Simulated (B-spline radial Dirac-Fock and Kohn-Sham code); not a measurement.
W 5p1/2: cross section and angular parameters

System: the free tungsten atom, [Xe] 4f14 5d4 6s2; threshold 55.40 eV (orbital energy of the model). These are calculated numbers from a radial finite-basis atomic code; the model is Dirac-Hartree-Slater photoionisation with a Latter tail; cross sections with all multipoles, angular parameters from the dipole term and its interference with E2.

```
hν (eV)  σ (kb)      β       γ       δ
   64.1    1840  1.926  -0.041  -0.003
     70    1390  1.966  -0.047  -0.005
     80     848  1.893   0.073  -0.012
    100     366  1.568   0.338  -0.027
    110     258  1.364   0.417  -0.030
    124     170  1.056   0.456  -0.031
    167    70.6  0.239   0.265  -0.008
    175    63.2  0.145   0.212  -0.001
    265    31.8  0.092  -0.064   0.042
    505    17.3  1.022   0.274   0.027
    623    14.1  1.234   0.354   0.018
    736    11.9  1.365   0.380   0.012
    754    11.6  1.382   0.381   0.011
   1000    8.36  1.536   0.347   0.004
   1500    4.92  1.662   0.197  -0.002
   1590    4.53  1.673   0.172  -0.002
   2000    3.23  1.704   0.078  -0.003
   2130    2.93  1.710   0.055  -0.004
   2220    2.75  1.712   0.042  -0.004
   2480    2.30  1.718   0.012  -0.004
   2730    1.96  1.719  -0.007  -0.005
   3030    1.64  1.718  -0.017  -0.005
   6250   0.416  1.649   0.247  -0.003
 8047.8   0.244  1.604   0.477   0.002
   8600   0.211  1.591   0.548   0.004
 9251.7   0.179  1.576   0.631   0.007
  10300   0.141  1.552   0.761   0.011
  10800       ?      ?       ?       ?
  15000  0.0582  1.458   1.284   0.036
```

Question: Give the values at 10800 eV.

Answer: σ = 0.127 kb, β = 1.541, γ = 0.821, δ = 0.014.
